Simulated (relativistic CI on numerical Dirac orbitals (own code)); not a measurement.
# Ni²⁺ in a cubic cluster: 1s photoemission with charge transfer

Computed with a charge-transfer multiplet model of a cubic metal-ligand cluster with up to 2 ligand holes, Slater and spin-orbit integrals from Dirac-Coulomb-Breit ions, Slater integrals scaled by 0.8. The ground state mixes d8 with configurations of k ligand holes L, whose averages lie at kΔ + k(k − 1)U_dd/2; a core hole lowers each added d electron by U_cd. 300 K, Lorentzian 1.1 eV and Gaussian 0.6 eV FWHM.

Atomic integrals in eV (Slater integrals scaled, ζ unscaled), ground: F2dd 9.736, F4dd 6.042, zeta_d 0.080; with the core hole: F2dd 11.122, F4dd 6.940, zeta_d 0.112, G2cd 0.065.

Cluster parameters (eV): Δ = 1.9, U_dd = 6.8, 10Dq = 0.65, 10Dq(ligand) = 1.1, V(eg) = 1.75, V(t2g) = -0.82, final-state hopping factor = 1.

```
         Case   n_d    d8   d9L  d10L2     S
U_cd = 7.6 eV  8.30  0.71  0.28   0.01  1.00
U_cd = 8.2 eV  8.30  0.71  0.28   0.01  1.00
U_cd = 8.8 eV  8.30  0.71  0.28   0.01  1.00
U_cd = 9.4 eV  8.30  0.71  0.28   0.01  1.00
 U_cd = 10 eV  8.30  0.71  0.28   0.01  1.00
```

Weights, n_d and S are thermal averages at 300 K. Binding energies count from the first peak over 30 % of the highest in each spectrum, which can be another peak from case to case. The parameters are a model scan and need not match a compound or its usual spin state. Peaks in eV (height, largest 100):
- U_cd = 7.6 eV: 0.0 (100), 4.8 (54), 8.5 (53)
- U_cd = 8.2 eV: 0.0 (100), 4.6 (63), 9.0 (69)
- U_cd = 8.8 eV: 0.0 (100), 4.7 (74), 9.8 (87)
- U_cd = 9.4 eV: 0.0 (92), 4.6 (82), 10.5 (100)
- U_cd = 10 eV: 0.0 (74), 4.7 (81), 11.3 (100)

Curve for U_cd = 10 eV (points under 2 left out, the grid thinned):

```csv
E (eV),Intensity
-3.3,3.0
-2.9,3.8
-2.5,4.9
-2.1,6.8
-1.6,11.1
-1.2,18.4
-0.8,34.1
-0.4,60.6
0.0,74.0
0.4,54.1
0.9,26.0
1.3,16.0
1.7,11.7
2.1,10.1
2.5,10.2
2.9,12.0
3.4,18.5
3.8,30.9
4.2,54.4
4.6,79.2
5.0,72.3
5.4,43.3
5.9,20.6
6.3,13.0
6.7,9.3
7.1,7.4
7.5,6.5
7.9,6.2
8.3,6.4
8.8,7.4
9.2,9.3
9.6,12.7
10.0,19.5
10.4,34.2
10.8,64.0
11.3,100.0
11.7,82.5
12.1,47.8
12.5,25.7
12.9,15.1
13.3,9.9
13.8,6.4
14.2,4.9
14.6,3.8
15.0,3.1
```

For the case U_cd = 8.2 eV, Δ = 1.9 eV is smaller than U_dd = 6.8 eV, the charge-transfer side of the Zaanen-Sawatzky-Allen scheme. With the core hole the configuration with one ligand hole lies at Δ − U_cd = -5.7, -6.3, -6.9, -7.5, -8.1 eV from the one without, in the order of the table; where this is negative the screened configuration lies lower.
